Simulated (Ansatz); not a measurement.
Al(H)(OH)(nPr) (C3H9AlO), SMILES CC[CH2][AlH][OH]. Atoms are numbered in the order given.

```xyz
14

Al    -0.3859     1.1965     0.5673
H     -1.9517     1.3117     0.8159
O      0.6218     2.5010     1.0264
H      0.3277     3.3224     1.4303
C      0.4920    -0.3537    -0.2422
C     -0.4139    -1.5445    -0.5966
C      0.3363    -2.7169    -1.2307
H      1.2993    -0.6800     0.4421
H      1.0260    -0.0019    -1.1468
H     -0.9386    -1.8988     0.3095
H     -1.2153    -1.2145    -1.2827
H      0.8368    -2.4073    -2.1635
H     -0.3391    -3.5540    -1.4729
H      1.1169    -3.0997    -0.5520
```

Geometry: B3LYP-D3(BJ)/def2-SVP. The structure was generated by enumeration; whether it is a known compound was not checked. The values are those of a single conformer.

Two levels are set side by side: PBE-D3(BJ)/def2-SVP (Ansatz, a quantum-chemistry and plane-wave program) and B3LYP-D3(BJ)/def2-SVP (Ansatz). Each level has its own optimised geometry; the coordinates shown are those of the second. Differences are taken from unrounded values.

| quantity | B3LYP-D3(BJ) |
|---|---|
| mean bond length (Å) | 1.309 |
| bond Al1–O3 (Å) | 1.711 |
| bond Al1–C5 (Å) | 1.957 |
| bond C5–C6 (Å) | 1.538 |
| bond C6–C7 (Å) | 1.530 |
| bond Al1–H2 (Å) | 1.590 |
| bond O3–H4 (Å) | 0.961 |
| bond C5–H8 (Å) | 1.108 |
| bond C5–H9 (Å) | 1.108 |
| bond C6–H10 (Å) | 1.105 |
| bond C6–H11 (Å) | 1.105 |
| bond C7–H12 (Å) | 1.103 |
| bond C7–H13 (Å) | 1.102 |
| bond C7–H14 (Å) | 1.103 |

### Question
What does PBE-D3(BJ) give, and how far is it from B3LYP-D3(BJ)? (An estimate is asked for; the answer gives what the named calculation found.)

### Answer

```
quantity              PBE-D3(BJ)  PBE-D3(BJ) minus B3LYP-D3(BJ)
--------------------  ----------  -----------------------------
mean bond length (Å)       1.317                          0.008
bond Al1–O3 (Å)            1.727                          0.015
bond Al1–C5 (Å)            1.964                          0.007
bond C5–C6 (Å)             1.540                          0.003
bond C6–C7 (Å)             1.531                          0.002
bond Al1–H2 (Å)            1.606                          0.016
bond O3–H4 (Å)             0.970                          0.009
bond C5–H8 (Å)             1.113                          0.006
bond C5–H9 (Å)             1.117                          0.009
bond C6–H10 (Å)            1.113                          0.008
bond C6–H11 (Å)            1.113                          0.008
bond C7–H12 (Å)            1.110                          0.007
bond C7–H13 (Å)            1.110                          0.007
bond C7–H14 (Å)            1.110                          0.007
```

GGA bonds tend to be longer and softer than those of functionals with exact exchange. Differences between two approximate levels are no errors against the true value.
